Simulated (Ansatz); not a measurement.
A short molecular-dynamics run on CH2BF3O (`OC(F)(F)BF`).

```yaml
crystal:
  periodic: [false, false, false]
  atoms:
    - {symbol: O, position_ang: [-1.290546, 0.044200, 0.608001]}
    - {symbol: C, position_ang: [0.036018, -0.057011, 0.404375]}
    - {symbol: F, position_ang: [0.705966, 0.892720, 1.133291]}
    - {symbol: F, position_ang: [0.504324, -1.253149, 0.886118]}
    - {symbol: B, position_ang: [0.462116, 0.080850, -1.139479]}
    - {symbol: F, position_ang: [-0.462728, 0.275060, -2.042490]}
    - {symbol: H, position_ang: [-1.472002, -0.047204, 1.553060]}
    - {symbol: H, position_ang: [1.608952, 0.007334, -1.458776]}
basis:
  gaussian: {orbitals: def2-SVP}
magnetization: {spin_polarized: true, initial_magnetization: 0}
hamiltonian: {xc: {name: PBE}}
md: {timestep: 0.5 fs, n_steps: 50, ensemble: nvt_nose_hoover, temperature: 700, initial_velocities: maxwell_boltzmann, seed: 978}
```

```sh
$ ansatz run in.yaml --threads 4 --pin off --events-out ev --progress --plain --max-ram 10444MiB
```

```json
{"step": "0", "time (fs)": "0.0", "potential energy (eV)": "-11923.4557", "kinetic (eV)": "0.5429", "T (K)": "700", "conserved (eV)": "-11922.9129"}
{"step": "1", "time (fs)": "0.5", "potential energy (eV)": "-11923.4597", "kinetic (eV)": "0.5468", "T (K)": "705", "conserved (eV)": "-11922.9129"}
{"step": "2", "time (fs)": "1.0", "potential energy (eV)": "-11923.4425", "kinetic (eV)": "0.5298", "T (K)": "683", "conserved (eV)": "-11922.9127"}
{"step": "3", "time (fs)": "1.5", "potential energy (eV)": "-11923.4074", "kinetic (eV)": "0.4952", "T (K)": "639", "conserved (eV)": "-11922.9122"}
{"step": "4", "time (fs)": "2.0", "potential energy (eV)": "-11923.3613", "kinetic (eV)": "0.4496", "T (K)": "580", "conserved (eV)": "-11922.9117"}
{"step": "5", "time (fs)": "2.5", "potential energy (eV)": "-11923.3119", "kinetic (eV)": "0.4007", "T (K)": "517", "conserved (eV)": "-11922.9112"}
{"step": "6", "time (fs)": "3.0", "potential energy (eV)": "-11923.2664", "kinetic (eV)": "0.3555", "T (K)": "458", "conserved (eV)": "-11922.9109"}
{"step": "7", "time (fs)": "3.5", "potential energy (eV)": "-11923.2300", "kinetic (eV)": "0.3193", "T (K)": "412", "conserved (eV)": "-11922.9107"}
{"step": "8", "time (fs)": "4.0", "potential energy (eV)": "-11923.2055", "kinetic (eV)": "0.2949", "T (K)": "380", "conserved (eV)": "-11922.9107"}
{"step": "9", "time (fs)": "4.5", "potential energy (eV)": "-11923.1932", "kinetic (eV)": "0.2825", "T (K)": "364", "conserved (eV)": "-11922.9108"}
{"step": "10", "time (fs)": "5.0", "potential energy (eV)": "-11923.1910", "kinetic (eV)": "0.2800", "T (K)": "361", "conserved (eV)": "-11922.9111"}
{"step": "11", "time (fs)": "5.5", "potential energy (eV)": "-11923.1954", "kinetic (eV)": "0.2842", "T (K)": "366", "conserved (eV)": "-11922.9113"}
{"step": "12", "time (fs)": "6.0", "potential energy (eV)": "-11923.2025", "kinetic (eV)": "0.2911", "T (K)": "375", "conserved (eV)": "-11922.9115"}
{"step": "13", "time (fs)": "6.5", "potential energy (eV)": "-11923.2090", "kinetic (eV)": "0.2975", "T (K)": "384", "conserved (eV)": "-11922.9117"}
{"step": "14", "time (fs)": "7.0", "potential energy (eV)": "-11923.2129", "kinetic (eV)": "0.3015", "T (K)": "389", "conserved (eV)": "-11922.9118"}
{"step": "15", "time (fs)": "7.5", "potential energy (eV)": "-11923.2133", "kinetic (eV)": "0.3019", "T (K)": "389", "conserved (eV)": "-11922.9118"}
{"step": "16", "time (fs)": "8.0", "potential energy (eV)": "-11923.2095", "kinetic (eV)": "0.2981", "T (K)": "384", "conserved (eV)": "-11922.9119"}
{"step": "17", "time (fs)": "8.5", "potential energy (eV)": "-11923.2010", "kinetic (eV)": "0.2896", "T (K)": "373", "conserved (eV)": "-11922.9119"}
{"step": "18", "time (fs)": "9.0", "potential energy (eV)": "-11923.1874", "kinetic (eV)": "0.2762", "T (K)": "356", "conserved (eV)": "-11922.9118"}
{"step": "19", "time (fs)": "9.5", "potential energy (eV)": "-11923.1705", "kinetic (eV)": "0.2596", "T (K)": "335", "conserved (eV)": "-11922.9116"}
{"step": "20", "time (fs)": "10.0", "potential energy (eV)": "-11923.1537", "kinetic (eV)": "0.2432", "T (K)": "314", "conserved (eV)": "-11922.9113"}
{"step": "21", "time (fs)": "10.5", "potential energy (eV)": "-11923.1417", "kinetic (eV)": "0.2315", "T (K)": "299", "conserved (eV)": "-11922.9111"}
{"step": "22", "time (fs)": "11.0", "potential energy (eV)": "-11923.1378", "kinetic (eV)": "0.2277", "T (K)": "294", "conserved (eV)": "-11922.9111"}
{"step": "23", "time (fs)": "11.5", "potential energy (eV)": "-11923.1419", "kinetic (eV)": "0.2317", "T (K)": "299", "conserved (eV)": "-11922.9113"}
{"step": "24", "time (fs)": "12.0", "potential energy (eV)": "-11923.1511", "kinetic (eV)": "0.2407", "T (K)": "310", "conserved (eV)": "-11922.9116"}
{"step": "25", "time (fs)": "12.5", "potential energy (eV)": "-11923.1604", "kinetic (eV)": "0.2498", "T (K)": "322", "conserved (eV)": "-11922.9119"}
{"step": "26", "time (fs)": "13.0", "potential energy (eV)": "-11923.1649", "kinetic (eV)": "0.2542", "T (K)": "328", "conserved (eV)": "-11922.9121"}
{"step": "27", "time (fs)": "13.5", "potential energy (eV)": "-11923.1612", "kinetic (eV)": "0.2507", "T (K)": "323", "conserved (eV)": "-11922.9121"}
{"step": "28", "time (fs)": "14.0", "potential energy (eV)": "-11923.1479", "kinetic (eV)": "0.2375", "T (K)": "306", "conserved (eV)": "-11922.9121"}
{"step": "29", "time (fs)": "14.5", "potential energy (eV)": "-11923.1254", "kinetic (eV)": "0.2153", "T (K)": "278", "conserved (eV)": "-11922.9119"}
{"step": "30", "time (fs)": "15.0", "potential energy (eV)": "-11923.0959", "kinetic (eV)": "0.1862", "T (K)": "240", "conserved (eV)": "-11922.9117"}
{"step": "31", "time (fs)": "15.5", "potential energy (eV)": "-11923.0638", "kinetic (eV)": "0.1546", "T (K)": "199", "conserved (eV)": "-11922.9113"}
{"step": "32", "time (fs)": "16.0", "potential energy (eV)": "-11923.0350", "kinetic (eV)": "0.1263", "T (K)": "163", "conserved (eV)": "-11922.9109"}
{"step": "33", "time (fs)": "16.5", "potential energy (eV)": "-11923.0163", "kinetic (eV)": "0.1080", "T (K)": "139", "conserved (eV)": "-11922.9105"}
{"step": "34", "time (fs)": "17.0", "potential energy (eV)": "-11923.0130", "kinetic (eV)": "0.1049", "T (K)": "135", "conserved (eV)": "-11922.9104"}
{"step": "35", "time (fs)": "17.5", "potential energy (eV)": "-11923.0272", "kinetic (eV)": "0.1191", "T (K)": "154", "conserved (eV)": "-11922.9105"}
{"step": "36", "time (fs)": "18.0", "potential energy (eV)": "-11923.0567", "kinetic (eV)": "0.1484", "T (K)": "191", "conserved (eV)": "-11922.9109"}
{"step": "37", "time (fs)": "18.5", "potential energy (eV)": "-11923.0961", "kinetic (eV)": "0.1876", "T (K)": "242", "conserved (eV)": "-11922.9113"}
{"step": "38", "time (fs)": "19.0", "potential energy (eV)": "-11923.1388", "kinetic (eV)": "0.2301", "T (K)": "297", "conserved (eV)": "-11922.9117"}
{"step": "39", "time (fs)": "19.5", "potential energy (eV)": "-11923.1788", "kinetic (eV)": "0.2700", "T (K)": "348", "conserved (eV)": "-11922.9119"}
{"step": "40", "time (fs)": "20.0", "potential energy (eV)": "-11923.2118", "kinetic (eV)": "0.3031", "T (K)": "391", "conserved (eV)": "-11922.9121"}
{"step": "41", "time (fs)": "20.5", "potential energy (eV)": "-11923.2355", "kinetic (eV)": "0.3271", "T (K)": "422", "conserved (eV)": "-11922.9121"}
{"step": "42", "time (fs)": "21.0", "potential energy (eV)": "-11923.2494", "kinetic (eV)": "0.3414", "T (K)": "440", "conserved (eV)": "-11922.9121"}
{"step": "43", "time (fs)": "21.5", "potential energy (eV)": "-11923.2549", "kinetic (eV)": "0.3475", "T (K)": "448", "conserved (eV)": "-11922.9119"}
{"step": "44", "time (fs)": "22.0", "potential energy (eV)": "-11923.2552", "kinetic (eV)": "0.3484", "T (K)": "449", "conserved (eV)": "-11922.9116"}
{"step": "45", "time (fs)": "22.5", "potential energy (eV)": "-11923.2545", "kinetic (eV)": "0.3483", "T (K)": "449", "conserved (eV)": "-11922.9114"}
{"step": "46", "time (fs)": "23.0", "potential energy (eV)": "-11923.2566", "kinetic (eV)": "0.3509", "T (K)": "452", "conserved (eV)": "-11922.9113"}
{"step": "47", "time (fs)": "23.5", "potential energy (eV)": "-11923.2632", "kinetic (eV)": "0.3578", "T (K)": "461", "conserved (eV)": "-11922.9113"}
{"step": "48", "time (fs)": "24.0", "potential energy (eV)": "-11923.2731", "kinetic (eV)": "0.3679", "T (K)": "474", "conserved (eV)": "-11922.9116"}
{"step": "49", "time (fs)": "24.5", "potential energy (eV)": "-11923.2826", "kinetic (eV)": "0.3776", "T (K)": "487", "conserved (eV)": "-11922.9118"}
{"step": "50", "time (fs)": "25.0", "potential energy (eV)": "-11923.2879", "kinetic (eV)": "0.3832", "T (K)": "494", "conserved (eV)": "-11922.9120"}
```

Velocities are drawn at the set temperature; a run this short doesn't reach equilibrium.

Frames (Å, forces in eV/Å):

```xyz
8
time=0.0 fs
O    -1.291    0.044    0.608   -0.530    0.134   -0.725
C     0.036   -0.057    0.404   -0.007    0.029   -0.264
F     0.706    0.893    1.133    0.375    0.550    0.288
F     0.504   -1.253    0.886    0.260   -0.660    0.149
B     0.462    0.081   -1.139   -0.113   -0.052    0.551
F    -0.463    0.275   -2.042   -0.415    0.097   -0.497
H    -1.472   -0.047    1.553   -0.074   -0.069    0.661
H     1.609    0.007   -1.459    0.504   -0.030   -0.162
8
time=1.0 fs
O    -1.301    0.048    0.609   -0.573   -0.038    0.375
C     0.025   -0.061    0.414    0.459    0.212   -0.965
F     0.710    0.888    1.132    0.234    0.575    0.341
F     0.511   -1.250    0.885    0.105   -0.771    0.246
B     0.459    0.084   -1.149    1.032   -0.210    1.035
F    -0.458    0.273   -2.042   -0.818    0.183   -0.926
H    -1.471   -0.046    1.576   -0.004    0.030   -0.237
H     1.648    0.018   -1.481   -0.435    0.019    0.132
8
time=2.0 fs
O    -1.311    0.051    0.610   -0.524   -0.190    1.250
C     0.014   -0.065    0.422    0.874    0.386   -1.555
F     0.714    0.884    1.131    0.087    0.588    0.378
F     0.517   -1.247    0.884   -0.050   -0.864    0.328
B     0.457    0.087   -1.157    1.897   -0.331    1.493
F    -0.454    0.272   -2.041   -1.183    0.260   -1.317
H    -1.470   -0.046    1.597    0.014    0.109   -0.930
H     1.683    0.028   -1.501   -1.115    0.041    0.354
8
time=3.0 fs
O    -1.322    0.055    0.612   -0.355   -0.301    1.698
C     0.004   -0.068    0.429    1.226    0.544   -2.028
F     0.719    0.880    1.130   -0.063    0.592    0.399
F     0.523   -1.244    0.884   -0.205   -0.935    0.391
B     0.457    0.090   -1.163    2.406   -0.409    1.884
F    -0.450    0.270   -2.041   -1.465    0.316   -1.620
H    -1.469   -0.044    1.610   -0.039    0.150   -1.220
H     1.708    0.039   -1.519   -1.505    0.042    0.497
8
time=4.0 fs
O    -1.333    0.058    0.615   -0.079   -0.366    1.674
C    -0.005   -0.071    0.435    1.510    0.678   -2.381
F     0.723    0.877    1.129   -0.211    0.592    0.406
F     0.529   -1.242    0.883   -0.358   -0.981    0.433
B     0.459    0.092   -1.168    2.545   -0.443    2.160
F    -0.447    0.269   -2.043   -1.622    0.346   -1.794
H    -1.468   -0.040    1.611   -0.151    0.146   -1.069
H     1.718    0.050   -1.532   -1.633    0.029    0.572
8
time=5.0 fs
O    -1.344    0.061    0.618    0.280   -0.386    1.193
C    -0.013   -0.074    0.439    1.717    0.780   -2.605
F     0.727    0.874    1.128   -0.352    0.588    0.398
F     0.535   -1.241    0.883   -0.507   -1.002    0.452
B     0.463    0.094   -1.172    2.307   -0.431    2.296
F    -0.445    0.268   -2.045   -1.632    0.344   -1.813
H    -1.469   -0.035    1.602   -0.297    0.101   -0.505
H     1.713    0.062   -1.539   -1.517    0.006    0.583
8
time=6.0 fs
O    -1.355    0.063    0.623    0.690   -0.370    0.376
C    -0.020   -0.076    0.440    1.840    0.846   -2.682
F     0.731    0.871    1.128   -0.480    0.583    0.374
F     0.541   -1.240    0.883   -0.647   -0.995    0.444
B     0.469    0.096   -1.173    1.678   -0.379    2.300
F    -0.443    0.267   -2.047   -1.493    0.312   -1.679
H    -1.472   -0.030    1.588   -0.443    0.026    0.339
H     1.694    0.074   -1.541   -1.145   -0.023    0.527
8
time=7.0 fs
O    -1.366    0.066    0.628    1.095   -0.351   -0.443
C    -0.025   -0.077    0.440    1.867    0.874   -2.593
F     0.735    0.868    1.128   -0.591    0.576    0.332
F     0.546   -1.239    0.883   -0.774   -0.961    0.408
B     0.477    0.097   -1.172    0.662   -0.298    2.213
F    -0.443    0.266   -2.051   -1.232    0.256   -1.419
H    -1.480   -0.024    1.577   -0.533   -0.045    1.110
H     1.664    0.085   -1.537   -0.493   -0.051    0.391
8
time=8.0 fs
O    -1.376    0.068    0.632    1.423   -0.370   -0.796
C    -0.029   -0.077    0.437    1.799    0.863   -2.331
F     0.739    0.866    1.128   -0.683    0.568    0.273
F     0.551   -1.239    0.883   -0.886   -0.900    0.342
B     0.485    0.098   -1.169   -0.670   -0.202    2.078
F    -0.443    0.265   -2.056   -0.889    0.184   -1.075
H    -1.493   -0.018    1.577   -0.504   -0.070    1.337
H     1.629    0.096   -1.530    0.410   -0.073    0.172
8
time=9.0 fs
O    -1.385    0.070    0.636    1.634   -0.436   -0.504
C    -0.031   -0.077    0.432    1.648    0.814   -1.904
F     0.742    0.864    1.128   -0.754    0.557    0.196
F     0.556   -1.240    0.884   -0.982   -0.814    0.248
B     0.493    0.099   -1.164   -2.082   -0.110    1.895
F    -0.443    0.264   -2.061   -0.510    0.107   -0.694
H    -1.511   -0.013    1.589   -0.338   -0.037    0.849
H     1.598    0.106   -1.522    1.385   -0.082   -0.085
8
time=10.0 fs
O    -1.393    0.072    0.640    1.751   -0.517    0.123
C    -0.032   -0.076    0.426    1.436    0.734   -1.342
F     0.744    0.862    1.128   -0.810    0.544    0.104
F     0.560   -1.241    0.885   -1.063   -0.707    0.130
B     0.499    0.100   -1.158   -3.149   -0.027    1.587
F    -0.444    0.264   -2.066   -0.139    0.032   -0.318
H    -1.531   -0.008    1.609   -0.083    0.019   -0.018
H     1.581    0.116   -1.514    2.058   -0.077   -0.265
8
time=11.0 fs
O    -1.400    0.074    0.644    1.831   -0.572    0.641
C    -0.031   -0.075    0.419    1.183    0.626   -0.680
F     0.747    0.860    1.128   -0.852    0.526    0.001
F     0.563   -1.242    0.885   -1.131   -0.584   -0.006
B     0.502    0.100   -1.150   -3.472    0.053    1.057
F    -0.445    0.263   -2.072    0.195   -0.035    0.028
H    -1.553   -0.004    1.629    0.178    0.060   -0.791
H     1.582    0.124   -1.508    2.067   -0.074   -0.249
8
time=12.0 fs
O    -1.405    0.075    0.648    1.924   -0.587    0.802
C    -0.030   -0.073    0.412    0.907    0.500    0.039
F     0.749    0.859    1.128   -0.884    0.507   -0.105
F     0.566   -1.243    0.886   -1.186   -0.451   -0.152
B     0.502    0.101   -1.141   -3.025    0.140    0.316
F    -0.446    0.263   -2.077    0.478   -0.091    0.331
H    -1.573    0.002    1.642    0.384    0.068   -1.199
H     1.603    0.132   -1.505    1.402   -0.086   -0.031
8
time=13.0 fs
O    -1.410    0.076    0.652    2.059   -0.562    0.534
C    -0.028   -0.071    0.404    0.620    0.363    0.771
F     0.750    0.858    1.129   -0.906    0.488   -0.207
F     0.569   -1.245    0.887   -1.231   -0.316   -0.297
B     0.499    0.102   -1.132   -2.166    0.231   -0.505
F    -0.446    0.262   -2.082    0.708   -0.135    0.591
H    -1.589    0.008    1.643    0.500    0.043   -1.154
H     1.637    0.139   -1.502    0.416   -0.111    0.267
8
time=14.0 fs
O    -1.414    0.076    0.657    2.251   -0.507   -0.151
C    -0.026   -0.068    0.397    0.333    0.222    1.469
F     0.751    0.858    1.129   -0.918    0.471   -0.296
F     0.570   -1.247    0.887   -1.264   -0.184   -0.432
B     0.494    0.103   -1.124   -1.283    0.312   -1.256
F    -0.446    0.261   -2.088    0.884   -0.169    0.805
H    -1.601    0.014    1.634    0.510   -0.007   -0.659
H     1.675    0.146   -1.497   -0.513   -0.138    0.521
8
time=15.0 fs
O    -1.416    0.076    0.662    2.492   -0.434   -1.139
C    -0.023   -0.065    0.391    0.059    0.086    2.080
F     0.752    0.857    1.129   -0.919    0.458   -0.365
F     0.571   -1.249    0.888   -1.283   -0.063   -0.549
B     0.489    0.104   -1.116   -0.579    0.370   -1.846
F    -0.446    0.261   -2.092    1.006   -0.192    0.968
H    -1.608    0.020    1.619    0.420   -0.069    0.181
H     1.709    0.150   -1.486   -1.195   -0.156    0.670
8
time=16.0 fs
O    -1.416    0.076    0.667    2.711   -0.368   -2.101
C    -0.020   -0.063    0.387   -0.188   -0.041    2.553
F     0.752    0.857    1.128   -0.904    0.454   -0.405
F     0.572   -1.251    0.888   -1.289    0.042   -0.641
B     0.482    0.106   -1.110   -0.101    0.400   -2.231
F    -0.445    0.260   -2.096    1.072   -0.203    1.073
H    -1.610    0.026    1.605    0.294   -0.122    1.041
H     1.731    0.154   -1.470   -1.595   -0.162    0.710
8
time=17.0 fs
O    -1.415    0.076    0.669    2.788   -0.333   -2.520
C    -0.018   -0.060    0.385   -0.394   -0.154    2.841
F     0.751    0.857    1.128   -0.871    0.460   -0.411
F     0.572   -1.253    0.887   -1.277    0.127   -0.701
B     0.476    0.108   -1.106    0.161    0.397   -2.389
F    -0.444    0.259   -2.100    1.081   -0.203    1.116
H    -1.610    0.030    1.601    0.242   -0.139    1.411
H     1.738    0.155   -1.446   -1.730   -0.156    0.655
8
time=18.0 fs
O    -1.413    0.075    0.671    2.658   -0.334   -2.123
C    -0.015   -0.057    0.385   -0.549   -0.250    2.913
F     0.751    0.857    1.127   -0.818    0.478   -0.381
F     0.571   -1.255    0.887   -1.249    0.190   -0.727
B     0.470    0.110   -1.105    0.207    0.361   -2.308
F    -0.442    0.258   -2.103    1.034   -0.193    1.091
H    -1.608    0.034    1.610    0.325   -0.116    1.019
H     1.729    0.156   -1.417   -1.609   -0.137    0.516
8
time=19.0 fs
O    -1.408    0.075    0.671    2.387   -0.349   -1.190
C    -0.013   -0.054    0.388   -0.652   -0.329    2.758
F     0.749    0.857    1.126   -0.746    0.509   -0.313
F     0.569   -1.257    0.886   -1.206    0.231   -0.718
B     0.463    0.113   -1.105    0.018    0.292   -1.988
F    -0.439    0.256   -2.106    0.936   -0.172    0.998
H    -1.602    0.036    1.628    0.478   -0.075    0.152
H     1.704    0.155   -1.382   -1.214   -0.106    0.302
8
time=20.0 fs
O    -1.403    0.074    0.671    2.095   -0.358   -0.231
C    -0.012   -0.052    0.392   -0.704   -0.391    2.391
F     0.748    0.858    1.125   -0.660    0.549   -0.211
F     0.567   -1.259    0.884   -1.152    0.252   -0.678
B     0.457    0.116   -1.107   -0.429    0.192   -1.456
F    -0.436    0.255   -2.108    0.788   -0.142    0.839
H    -1.592    0.037    1.648    0.585   -0.040   -0.681
H     1.668    0.153   -1.344   -0.525   -0.064    0.027
8
time=21.0 fs
O    -1.396    0.072    0.670    1.847   -0.350    0.436
C    -0.011   -0.050    0.399   -0.708   -0.439    1.846
F     0.746    0.859    1.124   -0.562    0.598   -0.082
F     0.564   -1.260    0.883   -1.089    0.257   -0.611
B     0.451    0.119   -1.110   -1.083    0.072   -0.775
F    -0.433    0.254   -2.109    0.596   -0.104    0.621
H    -1.576    0.038    1.662    0.584   -0.019   -1.162
H     1.627    0.150   -1.307    0.416   -0.016   -0.273
8
time=22.0 fs
O    -1.388    0.071    0.669    1.646   -0.325    0.704
C    -0.011   -0.049    0.407   -0.659   -0.475    1.171
F     0.744    0.860    1.123   -0.459    0.651    0.066
F     0.561   -1.262    0.881   -1.021    0.248   -0.522
B     0.443    0.122   -1.114   -1.723   -0.056   -0.042
F    -0.429    0.252   -2.110    0.357   -0.059    0.348
H    -1.555    0.039    1.665    0.467   -0.013   -1.187
H     1.590    0.147   -1.271    1.392    0.029   -0.537
8
time=23.0 fs
O    -1.378    0.069    0.669    1.467   -0.285    0.564
C    -0.011   -0.047    0.416   -0.548   -0.502    0.421
F     0.741    0.862    1.122   -0.354    0.703    0.224
F     0.557   -1.263    0.878   -0.949    0.227   -0.419
B     0.434    0.126   -1.118   -1.951   -0.175    0.646
F    -0.426    0.251   -2.112    0.073   -0.008    0.025
H    -1.529    0.040    1.657    0.251   -0.019   -0.755
H     1.567    0.145   -1.241    2.011    0.059   -0.705
8
time=24.0 fs
O    -1.368    0.068    0.670    1.268   -0.234    0.095
C    -0.012   -0.047    0.425   -0.362   -0.520   -0.349
F     0.738    0.864    1.121   -0.253    0.747    0.379
F     0.553   -1.264    0.876   -0.874    0.199   -0.308
B     0.423    0.129   -1.122   -1.451   -0.279    1.242
F    -0.422    0.250   -2.113   -0.253    0.045   -0.336
H    -1.501    0.040    1.641   -0.025   -0.032    0.042
H     1.562    0.143   -1.217    1.949    0.075   -0.765
8
time=25.0 fs
O    -1.358    0.066    0.670    0.988   -0.179   -0.440
C    -0.013   -0.046    0.435   -0.099   -0.527   -1.083
F     0.736    0.867    1.120   -0.157    0.779    0.521
F     0.548   -1.266    0.873   -0.792    0.162   -0.197
B     0.411    0.131   -1.124   -0.313   -0.368    1.741
F    -0.418    0.248   -2.114   -0.596    0.096   -0.705
H    -1.473    0.040    1.626   -0.296   -0.045    0.916
H     1.575    0.142   -1.201    1.266    0.082   -0.753
```

Run time 64 s (4 threads of an Arm Neoverse V2 on a shared host); peak host memory 0.39 GiB.
